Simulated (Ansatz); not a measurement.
Reaction (substitution at a C–C bond): `CC1=C(N)S1` + `N[SiH](N)O` → `CN[SiH](N)O` + `NC1=CS1`

Program: Ansatz. Geometries: PBE0-D4/def2-TZVP. ΔE: electronic, gas phase. CCSD(T)/CBS is the MP2 limit (def2-TZVPP, def2-QZVPP) plus CCSD(T) − MP2 in def2-TZVPP, frozen cores. Functionals use def2-TZVPP. One conformer a species, not always the lowest.

Question: Is it downhill or uphill in electronic energy at CCSD(T)/CBS, and by how much? (Estimate.)

Answer: Computed: Uphill: ΔE = +0.69 eV.

Question: What do these levels give: r2SCAN-D4, PBE0-D4, ωB97X-V, ωB97M-V, B2PLYP, PBE0, SCS-MP2/def2-TZVPP, CCSD/def2-TZVPP, CCSD(T)/def2-TZVPP, HF/def2-QZVPP, MP2/CBS(def2), CCSD/CBS(def2)? (An estimate is asked.)

Answer: Ansatz gave: r2SCAN-D4 0.70, PBE0-D4 0.69, ωB97X-V 0.64, ωB97M-V 0.65, B2PLYP 0.69, PBE0 0.69, SCS-MP2/def2-TZVPP 0.70, CCSD/def2-TZVPP 0.67, CCSD(T)/def2-TZVPP 0.68, HF/def2-QZVPP 0.65, MP2/CBS(def2) 0.76, CCSD/CBS(def2) 0.68 eV.

Largest T1 diagnostic among the species: 0.013.
